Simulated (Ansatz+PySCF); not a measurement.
Results of a calculation; reference values are marked as such.
## PySCF 2.14.0 run

```python
from pyscf import gto, scf, cc

mol = gto.M(atom="""
Ca 0.000000 0.000000 0.000000
O 0.000000 0.000000 3.000000
""", basis='sto-3g', charge=0, spin=0)
mf = scf.RHF(mol)
mf.kernel()
mycc = cc.CCSD(mf, frozen=10).run()
et = mycc.ccsd_t()
print(mf.e_tot, mycc.e_corr, et, mycc.e_tot + et)
```

The script is written out from the run's settings.

Results

```
Converged                       : yes
Reference energy                : -743.65493 hartree
CCSD correlation energy         : -0.08030 hartree
Triples correction              : -0.00064 hartree
Total energy                    : -743.73586 hartree
Spin squared of the determinant : 0.000
```

Caution: bonds are stretched, where a single reference can fail; an unrestricted determinant lies well below.
